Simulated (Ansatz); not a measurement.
```yaml
crystal:
  periodic: [true, true, true]
  atoms:
    - {symbol: C, position_ang: [-0.906994, 1.038946, 0.087443]}
    - {symbol: N, position_ang: [0.247205, 0.419574, 0.698496]}
    - {symbol: Al, position_ang: [1.180954, -1.007911, 0.243002]}
    - {symbol: S, position_ang: [0.667949, -2.182696, -1.531416]}
    - {symbol: H, position_ang: [-0.704613, 2.064253, -0.243822]}
    - {symbol: H, position_ang: [-1.769770, 1.069575, 0.763023]}
    - {symbol: H, position_ang: [-1.215387, 0.474352, -0.795523]}
    - {symbol: H, position_ang: [0.544365, 0.917131, 1.525685]}
    - {symbol: H, position_ang: [2.407520, -1.445776, 1.130415]}
    - {symbol: H, position_ang: [-0.368128, -1.398449, -1.874302]}
basis:
  gaussian: {orbitals: def2-SVPD, fitting: {mean_field: cc-pVTZ-jkfit}}
hamiltonian: {xc: {name: r2SCANh}}
output: {forces: true}
```

```sh
$ ansatz run in.yaml --threads 2 --pin off --events-out ev --progress --plain --max-ram 4352MiB
```

It prints (some lines left out):

```
Error: YAML parse error: error: line 2 column 3: crystal: missing field `lattice` (a structure is typed as `lattice` and `atoms`, a molecule's as `atoms` in Å alone, or read from a run's directory, `checkpoint`)
 --> <input>:2:3
1 | crystal:
2 |   periodic: [true, true, true]
3 |   atoms:
4 |     - {symbol: C, position_ang: [-0.906994, 1.038946, 0.087443]}
```

Task: Something in this input is off. What?

Result: The molecule is marked periodic without a cell. The program refused the input.
